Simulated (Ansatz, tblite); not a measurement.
Adding an electron: Na2Li3⁺ (the lowest singlet isomer of a short search). Charge 1, multiplicity 1. Geometry: B3LYP/def2-TZVP. Ansatz, gas phase; energy differences of separate SCF runs; the reduced species was run as a doublet alone.

```xyz
5

Li    0.188   -0.424    1.534
Li   -1.054    1.131   -0.390
Li    0.866   -0.711   -1.138
Na    2.128    2.071    0.327
Na   -2.128   -2.068   -0.333
```

The xTB rows come from tblite. The structure comes from a short search, and lower isomers may exist.

| level | −HOMO (eV) | −LUMO (eV) | vertical EA (eV) | HOMO–LUMO gap (eV) |
| --- | --- | --- | --- | --- |
| GFN2-xTB | 9.83 | 9.60 | 7.21 | 0.24 |
| PBE/def2-TZVP | 6.48 | 5.64 | 4.09 | 0.84 |

Estimate the rows for GFN1-xTB, PBE0/def2-TZVP.


```csv
level,−HOMO (eV),−LUMO (eV),vertical EA (eV),HOMO–LUMO gap (eV)
GFN1-xTB,13.13,12.54,10.72,0.59
PBE0/def2-TZVP,6.93,5.06,4.03,1.87
```

Run but left out: r2SCAN/def2-TZVP (singlet: restricted singlet, unstable towards broken spin symmetry).  Raw xTB energy differences between charge states are shifted by several eV; the methods need an empirical correction for them.
